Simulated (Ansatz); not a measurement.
## Interaction energy ladder

The pair of K⁺ (SMILES [K+], atom 1) and SO₂ (SMILES O=S=O, atoms 2–4), both closed shells, in one local arrangement (a lower one may exist), relaxed at PBE0-D4/def2-TZVP:

```json
{"atom": "K1", "x (Å)": "-0.1530", "y (Å)": "0.5368", "z (Å)": "-2.1555"}
{"atom": "O2", "x (Å)": "-0.6778", "y (Å)": "0.8212", "z (Å)": "0.7575"}
{"atom": "S3", "x (Å)": "0.0893", "y (Å)": "-0.3038", "z (Å)": "1.2183"}
{"atom": "O4", "x (Å)": "0.7415", "y (Å)": "-1.0541", "z (Å)": "0.1796"}
```

Program: Ansatz 0.2.0. Basis: def2-TZVPPD, with def2-QZVPPD for the basis limit. Cores are frozen in the correlated methods. The outer core shell of Li, Na, Mg and K is correlated. The def2 sets are not built for correlating such inner shells, so the correlated values are less sure here. B3LYP uses VWN-RPA correlation. Extrapolation: Hartree–Fock as exp(−7.88 √X), correlation as X^−2.97. Interaction energies count from these two fragments, frozen as in the pair, with the counterpoise correction; negative means bound.

What is the interaction energy by CCSD(T) at an estimated basis limit (MP2 extrapolated from triple and quadruple zeta, plus CCSD(T) − MP2 in triple zeta)? (To be estimated.)

The calculation gives: -12.81 kcal/mol. Hartree–Fock alone gives -12.75 kcal/mol at the basis limit. It counts from the two fragments frozen as in the pair.

The same quantity by other methods in triple zeta, and each one's difference from that estimate:
| method | E_int (kcal/mol) | difference |
| --- | --- | --- |
| PBE-D4 | -12.22 | 0.59 |
| revPBE-D4 | -11.42 | 1.39 |
| BLYP-D4 | -12.32 | 0.49 |
| r2SCAN-D4 | -12.19 | 0.63 |
| B97M-V | -12.45 | 0.36 |
| PBE0-D4 | -12.75 | 0.06 |
| B3LYP-D4 | -13.03 | -0.22 |
| HSE06-D4 | -12.74 | 0.07 |
| wB97X-V | -13.09 | -0.28 |
| wB97M-V | -13.32 | -0.51 |
| B2PLYP | -11.93 | 0.88 |
| HF | -12.71 | 0.10 |
| MP2 | -11.79 | 1.02 |
| CCSD | -12.38 | 0.43 |
| CCSD(T) | -12.06 | 0.75 |
Differences are method less estimate.

Energy to bend the free fragments (PBE0-D4 minima) into their shapes in the pair, CCSD(T)/def2-TZVPPD: SO₂ 0.65 kcal/mol. This must be added to the interaction energy to get the binding energy from relaxed fragments.

Basis-set superposition shift (counterpoise-corrected less uncorrected): CCSD(T) 0.91; MP2 0.85; HF 0.08; PBE0-D4 0.15; wB97M-V 0.13 kcal/mol.

The T1 diagnostic stays at or below 0.023. The restricted Hartree–Fock reference is unstable towards an unrestricted one at one or more of these structures.

For scale, one of the runs: CCSD(T)/def2-TZVPPD, 167 basis functions, launched by `ansatz run in.yaml --threads 2 --pin off --events-out ev --progress --plain --max-ram 5222MiB`. Time: 14 s of wall clock on 2 CPU threads of an Intel Xeon 6975P-C; the host was shared. Peak host memory: 1.5 GiB.
